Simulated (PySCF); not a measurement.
SbI₃.
Cartesian coordinates in Å at the PBE0-D3(BJ)/def2-SVP level; atoms count from 1:
```
atom  x, y, z in Å
Sb1    0.0173   -0.0233    0.9549
I2     2.4376   -0.0070   -0.3134
I3    -1.1967    2.0582   -0.3365
I4    -1.1749   -2.1183   -0.3355
```

Computed with PBE0-D3(BJ)/def2-SVP geometry optimisation, gas phase, def2 core potentials past Kr in PySCF.

Which atoms are bound to Sb1, and at what distances?

3 atoms: I2 2.733 Å, I3 2.734 Å, I4 2.734 Å.

List the angles at Sb1.

| angle | degrees | distance of the outer atoms (Å) |
| --- | --- | --- |
| I2–Sb1–I4 | 99.9 | 4.18 |
| I2–Sb1–I3 | 99.8 | 4.18 |
| I3–Sb1–I4 | 99.6 | 4.18 |

What is the shape at Sb1?

Pyramidal: angles 99.9°, 99.8° and 99.6°, sum 299.2°, 1.28 Å off the plane of its three neighbours. Differences among atoms that C3v makes equivalent are scatter left by the optimiser.

What are the rotational constants (commonest isotopes, rigid rotor)?

A = 401.9, B = 400.3, C = 227.9 MHz: an oblate symmetric top.

Point group: C3v (every atom within 0.08 Å of its image). Charge 0, singlet. No frequency check.

Hardware: one thread, Arm Neoverse N1 (aarch64) (shared host). Cost: 90 s of wall time, 0.41 GiB resident at most. These figures are those of the optimisation.
